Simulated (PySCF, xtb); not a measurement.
**Two structures of AlNO2**

We compare I, `O=N[O][Al]`, a singlet, with II, a singlet given by its coordinates. Both are isolated molecules in the gas phase, relaxed with PBE-D3(BJ)/def2-SVP; the shapes shown needn't be the lowest conformers.

I (Å):

| atom | x (Å) | y (Å) | z (Å) |
| --- | --- | --- | --- |
| Al | -2.0232 | 1.4525 | 2.2511 |
| N | 0.2762 | -0.5079 | 2.2240 |
| O | 1.4174 | -0.4509 | 2.5065 |
| O | -0.3838 | 0.7688 | 2.3399 |

II (Å):

```
atom    x (Å)    y (Å)    z (Å)
  Al  -1.0399  -0.8381  -1.8913
   N   0.4045  -1.3064  -0.3419
   O   1.2027  -1.5610   0.5107
   O  -0.7392  -2.0170  -0.3899
```

Close contacts (Å): Al1–N2 2.17, Al1–O4 1.93, N2–O3 1.20, N2–O4 1.35.

Task: Estimate E(II) − E(I) at the level CCSD(T)/def2-SVP + ΔMP2/def2-TZVPP.

Result: Calculated at CCSD(T)/def2-SVP + ΔMP2/def2-TZVPP: E(II) − E(I) = +0.160 eV, so structure I lies lower.

Level by level:

| level | geometry | E(II) − E(I) (eV) | departure from the last row (eV) | job, with rough time for the two |
| --- | --- | --- | --- | --- |
| GFN2-xTB | GFN2-xTB | +0.573 | +0.413 | optimisation, 0.41 s |
| HF/STO-3G | GFN2-xTB | +0.175 | +0.015 | single point, 3.7 s |
| r2SCAN-D4/def2-SVP | GFN2-xTB | +0.261 | +0.101 | single point, 16 s |
| PBE-D3(BJ)/def2-SVP | PBE-D3(BJ)/def2-SVP | +0.057 | −0.103 | optimisation, 2.5 min |
| HF/def2-SVP | PBE-D3(BJ)/def2-SVP | +0.365 | +0.204 | part of the CCSD(T) run |
| MP2/def2-SVP | PBE-D3(BJ)/def2-SVP | +0.106 | −0.054 | part of the CCSD(T) run |
| CCSD(T)/def2-SVP | PBE-D3(BJ)/def2-SVP | +0.172 | +0.012 | single point |
| CCSD(T)/def2-SVP + ΔMP2/def2-TZVPP | PBE-D3(BJ)/def2-SVP | +0.160 |  | single point, 34 s |

None of the levels shown reverses the order. The largest departure from CCSD(T)/def2-SVP + ΔMP2/def2-TZVPP is that of GFN2-xTB, 0.413 eV. A small imaginary or near-zero mode remains, so no thermal terms are given. The last row adds to CCSD(T) the change of the MP2 difference between the two basis sets, here −0.012 eV.

The T1 diagnostic of structures I and II is large, so the coupled-cluster value is less sure. The correlated steps freeze 8 core orbitals. Codes used: PySCF 2.14.0, xtb 6.7.1; the last row on 2 threads of Intel(R) Xeon(R) Processor @ 2.50GHz (Skylake/Cascade Lake) on a shared host.
